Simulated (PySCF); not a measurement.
Q: Write Cartesian coordinates for `F[P-](F)(F)(F)(F)F` (hexafluorophosphate) as optimised with GFN2-xTB. (Charge -1.)

A: 
```
atom  x, y, z in Å
F1    -0.6183   -1.4891    0.2208
P2     0.0005    0.0007   -0.0038
F3     0.9287   -0.5670   -1.2159
F4    -0.9278    0.5682    1.2082
F5     1.1871   -0.3313    1.0616
F6    -1.1861    0.3327   -1.0693
F7     0.6192    1.4907   -0.2287
```

Any rigid rotation of these coordinates is as good. Atoms count from 1 in this order. All 6 F–P bonds measure 1.629 Å. P2 (phosphorus bonded to 6 F) is octahedral (the three widest angles are 180.0°, 180.0° and 180.0°, the others run from 90.0° to 90.0°).

Bonds between heavy atoms (Å): F1–P2 1.629, P2–F3 1.629, P2–F4 1.629, P2–F5 1.629, P2–F6 1.629, P2–F7 1.629.

Structure optimised with GFN2-xTB, isolated species.

Point group: Oh (tolerance 0.08 Å). Whether it is a minimum is left open (no frequencies).

The numbers are calculated, not measured.
